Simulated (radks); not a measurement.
The numbers below are computed, except where a source is named.
Species: Ag4+. Configuration: [Kr] 4d7. Level of theory: non-relativistic Kohn-Sham, BLYP, spin-unpolarised, spherical densities, point nucleus; relativity is left out, which matters for an element this heavy (a radial shooting solver on a logarithmic mesh with Libxc functionals).

Radial electron density D(r) = 4 pi r^2 rho(r):

```
   r/bohr * D(r) (the largest magnitude, 74.8, reaches the edge; | marks zero)
 0.003055 |    *
 0.003472 |     *
 0.003946 |      *
 0.004521 |        *
 0.005138 |          *
 0.005886 |            *
  0.00669 |               *
 0.007604 |                  *
 0.008711 |                      *
 0.009901 |                         *
  0.01125 |                             *
  0.01289 |                                 *
  0.01465 |                                    *
  0.01665 |                                       *
  0.01908 |                                         *
  0.02169 |                                          *
  0.02465 |                                          *
  0.02824 |                                         *
  0.03209 |                                        *
  0.03648 |                                      *
  0.04179 |                                     *
   0.0475 |                                     *
  0.05398 |                                      *
  0.06185 |                                         *
  0.07029 |                                              *
  0.08053 |                                                  *
  0.09153 |                                                     *
    0.104 |                                                      *
   0.1192 |                                                   *
   0.1355 |                                               *
    0.154 |                                         *
   0.1764 |                                     *
   0.2005 |                                     *
   0.2278 |                                       *
    0.261 |                                          *
   0.2967 |                                           *
   0.3372 |                                         *
   0.3863 |                                  *
   0.4391 |                         *
    0.499 |                  *
   0.5717 |            *
   0.6498 |           *
   0.7385 |            *
   0.8461 |            *
   0.9616 |            *
    1.102 |          *
    1.252 |       *
    1.423 |     *
     1.63 |  *
    1.853 | *
    2.106 |*
    2.413 *
    2.743 *
    3.117 *
    3.571 *
    4.059 *
```

D(r) has 4 maxima, at r = 0.0235, 0.0999, 0.292, 0.867 bohr, and minima at 0.0449, 0.193, 0.655 bohr, inside which lie 2.02, 11.25, 29.04 electrons.
